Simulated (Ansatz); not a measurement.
`O[SiH2][GeH2][OH]` + `[SiH3]P` → `O[SiH2]P[SiH3]` + `[OH][GeH3]`  (cleavage of the Si–Ge bond)

Gas-phase electronic energies from Ansatz, PBE0-D4/def2-TZVP geometries. CBS: MP2 limit from def2 TZ/QZ plus the TZ coupled-cluster correction, frozen cores. This one scheme is used for every species. DFT in def2-TZVPP. B3LYP here is the variant with VWN-RPA as its local correlation; programs differ in this. For Ge outer-core shells are correlated without core-valence functions, which leaves a few kJ/mol of doubt a bond. Scalar relativity is left out up to krypton. Each species was taken in one conformer, which may not be the lowest.

`O[SiH2][GeH2][OH]`:

Z-matrix (Å, degrees):
```
Si
Ge 1 2.391
O 1 1.653 2 111.1
H 1 1.490 2 108.2 3 -123.0
H 1 1.482 2 110.4 3 117.0
O 2 1.793 1 104.5 3 167.8
H 2 1.546 1 114.4 3 -73.1
H 2 1.550 1 112.7 3 49.6
H 3 0.958 1 117.7 2 -66.3
H 6 0.959 2 112.6 1 174.0
```

`[SiH3]P`:

```xyz
7

Si    0.007    0.808   -0.132
P     0.674   -1.269    0.437
H     0.908    1.301   -1.207
H     0.155    1.682    1.061
H    -1.399    0.879   -0.611
H     0.152   -1.862   -0.743
H    -0.497   -1.539    1.195
```

`O[SiH2]P[SiH3]`:

Cartesian coordinates in Å:
```
O 0.340 -1.772 -0.789
Si 1.058 -0.333 -1.154
P 0.075 1.509 -0.326
Si -0.710 0.565 1.560
H -0.577 -1.893 -1.038
H 1.147 -0.132 -2.626
H 2.413 -0.422 -0.562
H -1.129 1.357 -1.067
H -1.619 -0.586 1.317
H 0.458 0.111 2.357
H -1.456 1.595 2.330
```

`[OH][GeH3]`:

Cartesian coordinates in Å:
```
O -0.131 -1.327 -0.323
Ge -0.073 0.432 -0.040
H 0.410 -1.819 0.297
H -0.988 1.019 -1.118
H 1.374 0.941 -0.191
H -0.591 0.754 1.375
```

```
             level  ΔE (kcal/mol)  difference from CCSD(T)/CBS
            PBE-D4           -6.2                          0.3
         r2SCAN-D4           -6.9                         -0.4
           ωB97X-V           -6.3                          0.2
            B2PLYP           -5.7                          0.8
               PBE           -5.2                          1.3
            r2SCAN           -6.7                         -0.2
              PBE0           -5.8                          0.7
             B3LYP           -4.2                          2.3
     HF/def2-TZVPP           -5.1                          1.4
    MP2/def2-TZVPP           -8.0                         -1.5
SCS-MP2/def2-TZVPP           -7.0                         -0.5
   CCSD/def2-TZVPP           -5.8                          0.7
    MP2/def2-QZVPP           -8.1                         -1.6
      HF/CBS(def2)           -5.3                          1.2
     MP2/CBS(def2)           -8.1                         -1.6
    CCSD/CBS(def2)           -5.9                          0.6
       CCSD(T)/CBS           -6.5                            0
```

Largest T1 diagnostic among the species: 0.013.

In def2-TZVPP, CCSD(T) changes the Hartree–Fock value by −1.3 kcal/mol (the triples alone add −0.6 kcal/mol) and MP2 by −2.8 kcal/mol. The D4 term adds −1.5 kcal/mol with B3LYP and −0.8 kcal/mol with PBE0; it sums over pairs of atoms, weighted by their polarisabilities, and B3LYP, whose exchange is more repulsive, gets the larger term.

CCSD(T)/CBS has its own doubt, a few kJ/mol and more with outer-core shells, so smaller differences from it don't rank the levels.
